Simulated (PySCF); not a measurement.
A PySCF script (with the pyscf-properties extension) for the NMR shieldings of SMILES C1CC(C(N(C)C)=O)C1, C7H13NO, on a GFN2-xTB geometry:

```python
import basis_set_exchange as bse
import numpy as np
from pyscf import gto, dft
from pyscf.prop import nmr

atoms = """
C    -1.809881   -1.151462    0.285583
N    -1.560888    0.234058   -0.024913
C    -2.726693    1.088531    0.001348
C    -0.379534    0.738385   -0.460484
O    -0.255290    1.913715   -0.751527
C     0.780703   -0.237924   -0.541952
C     2.104368    0.392972   -1.006139
C     2.803532   -0.140281    0.252045
C     1.447579   -0.602103    0.804932
H    -2.179642   -1.694116   -0.592005
H    -2.571650   -1.203309    1.064748
H    -0.912781   -1.639475    0.653762
H    -3.499709    0.696953   -0.664011
H    -2.427185    2.079180   -0.333933
H    -3.128253    1.154183    1.015196
H     0.488793   -1.108456   -1.130987
H     2.034139    1.478049   -1.043329
H     2.490506    0.026773   -1.954678
H     3.321265    0.605087    0.851184
H     3.484495   -0.964864    0.050705
H     1.088437    0.006430    1.633015
H     1.397275   -1.652941    1.089021
"""
names = dict.fromkeys(["C", "N", "O", "H"], "pcSseg-1")
basis = {el: gto.basis.parse(bse.get_basis(n, elements=[el], fmt="nwchem")) for el, n in names.items()}
mol = gto.M(atom=atoms, basis=basis, charge=0, verbose=0)
mf = dft.RKS(mol, xc="PBE0")
mf.grids.level = 2
mf.grids.alignment = dft.numint.BLKSIZE   # the property module wants whole blocks of grid points
mf.conv_tol = 1e-9
mf.kernel()

calc = nmr.RKS(mf)   # GIAO
C = mf.mo_coeff
Co = C[:, mf.mo_occ > 0]
resp = mf.gen_response(singlet=True, hermi=2)
def vind(x):   # induced exchange potential for any number of trial vectors
    d = np.einsum("pi,xij,qj->xpq", C, 2 * x.reshape(-1, C.shape[1], Co.shape[1]), Co, optimize=True)
    return np.einsum("xpq,pi,qj->xij", resp(d - d.transpose(0, 2, 1)), C, Co, optimize=True).ravel()
mo1, _ = nmr.rhf.solve_mo1(calc, with_cphf=vind)
sigma = calc.kernel(mo1)
for i, s in enumerate(sigma):   # ppm
    w = np.linalg.eigvalsh((s + s.T) / 2)
    print("%2d %-2s iso %8.1f  s11 %8.1f  s22 %8.1f  s33 %8.1f" % (i, mol.atom_pure_symbol(i), w.mean(), *w))
```

Question: What are the results?

Answer: 
```
 0 C  iso    150.3  s11    132.1  s22    134.7  s33    184.2
 1 N  iso    155.4  s11     54.4  s22    170.9  s33    240.9
 2 C  iso    151.3  s11    127.1  s22    141.5  s33    185.4
 3 C  iso     11.2  s11    -71.7  s22     16.1  s33     89.2
 4 O  iso    -70.6  s11   -372.7  s22   -184.5  s33    345.4
 5 C  iso    150.3  s11    135.8  s22    152.5  s33    162.7
 6 C  iso    166.0  s11    151.9  s22    162.5  s33    183.7
 7 C  iso    170.1  s11    160.1  s22    167.2  s33    183.1
 8 C  iso    160.6  s11    144.8  s22    154.9  s33    182.1
 9 H  iso     28.8  s11     25.1  s22     25.9  s33     35.5
10 H  iso     29.1  s11     24.7  s22     27.6  s33     35.1
11 H  iso     28.7  s11     23.1  s22     30.4  s33     32.4
12 H  iso     29.5  s11     24.8  s22     27.3  s33     36.5
13 H  iso     26.8  s11     21.1  s22     27.8  s33     31.5
14 H  iso     29.5  s11     24.7  s22     27.5  s33     36.3
15 H  iso     28.8  s11     24.6  s22     30.0  s33     31.9
16 H  iso     28.4  s11     24.8  s22     27.8  s33     32.5
17 H  iso     29.8  s11     26.2  s22     26.7  s33     36.4
18 H  iso     29.8  s11     26.2  s22     26.7  s33     36.5
19 H  iso     29.7  s11     26.4  s22     27.2  s33     35.5
20 H  iso     29.9  s11     26.3  s22     29.6  s33     33.7
21 H  iso     29.4  s11     25.2  s22     28.6  s33     34.2
```

These numbers come from an equivalent density-fitted implementation of the same equations, which agrees with the script to about 0.01 ppm for H and up to a few tenths of a ppm for heavy atoms, so last digits may differ.

Size and cost of the density-fitted run: 218 basis functions, 38 s wall time on 1 thread of an Arm Neoverse V2, shared host.
